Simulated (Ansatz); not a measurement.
Frontier orbitals of H₈N₂OSi₂, SMILES `N[Si](N)(O)[SiH3]`.

Charge 0, multiplicity 1. The structure was optimised at the PBE0-D4/def2-TZVP level. It is one conformer, not always the lowest. Basis def2-TZVPP, Ansatz.

Orbital energies of one run (eV). Highest occupied ones, from the top: -9.36, -10.15, -10.78, -11.97, -12.05, -12.44, -13.44, -14.15, -15.37, -16.27, -16.65, -17.67, -18.54, -26.17. Empty: 2.34, 2.60, 2.66, 3.44, 3.99, 4.22.

Question: Which functional gave them?
A. BHLYP
B. r2SCAN
C. LDA (SPW92)
D. ωB97X-V

Answer: D. HOMO energies: ωB97X-V -9.36, r2SCAN -6.02, BHLYP -8.22, LDA (SPW92) -5.89 eV.
